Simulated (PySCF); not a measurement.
Stepwise substitution at one centre (Ga NH2-SiH3). All species are isolated molecules in the gas phase. One relaxed conformer stands for each flexible species; it need not be the lowest. Strings in code marks are SMILES.

Quantity: redistribution energy (mixed species minus the weighted end members), in eV.

Case: 2 of 3 NH2 replaced by SiH3: `[NH2][Ga]([SiH3])[SiH3]`. The other species in the difference include `[NH2][Ga]([NH2])[NH2]` (neutral, multiplicity 1). Geometry of `[SiH3][Ga]([NH2])[SiH3]` (neutral, multiplicity 1, Å):

```xyz
12

N     -0.1045     1.8338    -0.9587
Ga    -0.0124     0.2221    -0.1158
Si    -2.1319    -0.8022     0.3610
Si     2.2098    -0.5599     0.3518
H      0.6989     2.3823    -1.2241
H     -0.9658     2.2889    -1.2180
H     -3.2762     0.0463    -0.0758
H     -2.2545    -2.1176    -0.3274
H     -2.2862    -1.0561     1.8204
H      2.4028    -0.7727     1.8134
H      3.2522     0.4000    -0.1085
H      2.4677    -1.8650    -0.3183
```

Problem. Estimate the redistribution energy (mixed species minus the weighted end members) that BP86/6-31G* // r2SCAN-D4/def2-TZVP (PySCF) returns for this input.

Solution. -0.270 eV.
